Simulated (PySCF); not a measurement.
## Polarisability and C₆ of Cu (copper, neutral)

[Ar] 3d9 4s2, 2D determinant (an excited configuration). Calculation: PySCF 2.14, in aug-cc-pVTZ-PP with one added diffuse shell each of s, p, d, f, g type with ECP10MDF (7s7p6d4f3g, 113 functions); scalar relativity through the core potential. Coupled (time-dependent) response in atomic units; α is the mean over directions.

| method | mean α (bohr³) | α xx, yy, zz | C₆ (like pair) | S(−4) |
| --- | --- | --- | --- | --- |
| LC-wPBE | 46.03 | 46.53, 46.53, 45.04 | 361.2 | 1080 |

S(−4) is the Cauchy moment in α(ω) = α(0) + S(−4) ω² + …

α(iu) at LC-wPBE:

```json
{"u (hartree)": "0", "α(iu) (bohr³)": "46.03"}
{"u (hartree)": "0.0500", "α(iu) (bohr³)": "43.50"}
{"u (hartree)": "0.100", "α(iu) (bohr³)": "37.49"}
{"u (hartree)": "0.200", "α(iu) (bohr³)": "24.84"}
{"u (hartree)": "0.300", "α(iu) (bohr³)": "16.61"}
{"u (hartree)": "0.500", "α(iu) (bohr³)": "8.891"}
{"u (hartree)": "0.750", "α(iu) (bohr³)": "5.222"}
{"u (hartree)": "1.00", "α(iu) (bohr³)": "3.580"}
{"u (hartree)": "1.50", "α(iu) (bohr³)": "2.116"}
{"u (hartree)": "2.00", "α(iu) (bohr³)": "1.457"}
{"u (hartree)": "3.00", "α(iu) (bohr³)": "0.8507"}
{"u (hartree)": "5.00", "α(iu) (bohr³)": "0.4138"}
```

The components differ because the open shell of this determinant is not spherical; for a pure term their mean is the scalar polarisability.

Energies and moments cover only the electrons outside the core potential.
